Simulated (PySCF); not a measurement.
Computed shifts of a molecule C3H3ClF2, B3LYP/pcSseg-1 run with PySCF, GIAO, gas phase, atoms alike by connectivity averaged where their shifts nearly agree, in ppm (number of nuclei): ¹⁹F: -186.1 (1), -241.3 (1). ¹³C: 98.6 (1), 78.5 (1), 27.7 (1). ¹H: 4.55 (1), 1.93 (1), 1.53 (1). References: ¹⁹F against CFCl3 (σ = 161.7 ppm); ¹³C against TMS (σ = 181.3 ppm); ³⁵Cl against HCl (σ = 933.3 ppm); ¹H against TMS (σ = 31.68 ppm), references at their B3LYP-D3(BJ)/def2-TZVP geometries, non-relativistic (without spin–orbit terms, shifts of atoms bonded to Cl or Br come out too high). Geometry optimised at PBE0-D3(BJ)/def2-SVP. Other conformers were not sampled.

Identify the compound among the candidates.
A. FC(F)/C=C/Cl
B. FC1(F)C[C@H]1Cl
C. C=C(Cl)C(F)F
D. F[C@@H]1C[C@@]1(F)Cl

D, F[C@@H]1C[C@@]1(F)Cl
